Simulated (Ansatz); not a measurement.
# Reading a saddle point

A first-order saddle point of CH$_{6}$GaN, closed shell, PBE0-D4/def2-TZVP, with one imaginary mode of 1568i cm⁻¹:

```json
{"atom": "Ga1", "x (Å)": "-1.2584", "y (Å)": "-0.0175", "z (Å)": "-0.0065"}
{"atom": "C2", "x (Å)": "0.8839", "y (Å)": "0.6790", "z (Å)": "-0.0401"}
{"atom": "N3", "x (Å)": "-0.5066", "y (Å)": "-1.5966", "z (Å)": "0.1074"}
{"atom": "H4", "x (Å)": "0.4951", "y (Å)": "-0.6099", "z (Å)": "0.0454"}
{"atom": "H5", "x (Å)": "-2.2314", "y (Å)": "1.1797", "z (Å)": "-0.0959"}
{"atom": "H6", "x (Å)": "1.9070", "y (Å)": "0.2852", "z (Å)": "-0.0221"}
{"atom": "H7", "x (Å)": "0.8051", "y (Å)": "1.2485", "z (Å)": "-0.9709"}
{"atom": "H8", "x (Å)": "0.8120", "y (Å)": "1.3564", "z (Å)": "0.8154"}
{"atom": "H9", "x (Å)": "-0.9065", "y (Å)": "-2.5246", "z (Å)": "0.1672"}
```

Program: Ansatz 0.2.0. Basis: def2-TZVPP and def2-QZVPP. Cores are frozen in the correlated methods. Filled d shells of the heavier atoms are correlated. The def2 sets are not built for correlating such inner shells, so the correlated values are less sure here. Extrapolation: Hartree–Fock as exp(−7.88 √X), correlation as X^−2.97.

Question: Which contacts change along the imaginary mode, and what lies on either side? (A judgement: the text doesn't fix the answer.)

Answer: The calculation gives: The step is CH₆GaN ([CH3][GaH][NH2]) → GaNH₂ ([NH][GaH]) + CH₄, with the molecules in contact on both sides. Shortening one way: C2–H4; lengthening the same way: Ga1–C2, N3–H4.
```csv
pair,one side (Å),saddle (Å),other side (Å)
C2–H4,3.43,1.35,1.09
Ga1–C2,1.96,2.25,3.32
N3–H4,1.01,1.41,2.72
```

Question: Which side is lower, and how far does the saddle lie above each? (Judge from chemistry; the value comes from the calculation.)

Answer: By the calculation: The side with Ga1–C2, N3–H4 short is lower by 50.14 kcal/mol; the saddle lies 77.87 kcal/mol above it and 27.72 kcal/mol above the other (CCSD(T) at an estimated basis limit (MP2 extrapolated from triple and quadruple zeta, plus CCSD(T) − MP2 in triple zeta); electronic energies).

The T1 diagnostic stays at or below 0.023.

Labels in which every atom is bracketed show which atoms are joined, not bond orders.

For scale, one of the runs: CCSD(T)/def2-TZVPP, 194 basis functions, launched by `ansatz run in.yaml --threads 4 --pin off --events-out ev --progress --plain --max-ram 9574MiB`. Time: 32 s of wall clock on 4 CPU threads of an Arm Neoverse V2; the host was shared. Peak host memory: 2.2 GiB.
